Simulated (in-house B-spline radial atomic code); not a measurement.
Configurations of Sc VII (Sc6+), with energies counted from [Ne] 3s2 3p3. Computed with a B-spline radial code for spherical atoms: non-relativistic B3LYP, spin-polarised, spherical fractional occupations, exact exchange averaged over the configuration, point nucleus. Shells without spins written out take the highest spin.

Occupations are held fixed; configurations that lie above the ionisation limit could autoionise.

| configuration | E - E(ref) (eV) | highest orbital | its <r> (bohr) |
| --- | --- | --- | --- |
| [Ne] 3s1 3p3 4s1 | 82.325 | 4s up | 2.094 |
| [Ne] 3s2 3p2 4d1 | 85.734 | 4d up | 2.414 |
| [Ne] 3s1 3p3 4d1 | 101.02 | 4d up | 2.41 |
| [He] 2s2 2p5 3s2 3p3 3d1 | 416.08 | 3d up | 0.9806 |
| [He] 2s2 2p5 3s2 3p3 4d1 | 472.53 | 4d up | 2.335 |

(1) Order these further configurations by energy, lowest first.
A. [Ne] 3s2 3p2 4s1
B. [Ne] 3s1 3p4
C. [Ne] 3s1 3p3 3d1
D. [Ne] 3s1 3p3 4p1
E. [Ne] 3s2 3p2 4f1

(2) How far above the reference does [He] 2s2 2p5 3s2 3p3 4f1 lie?

## Answers

(1) B (22.175 eV), C (48.522 eV), A (67.132 eV), D (89.852 eV), E (92.518 eV).

(2) 480.59 eV; its least bound orbital is 4f up with <r> = 2.299 bohr.
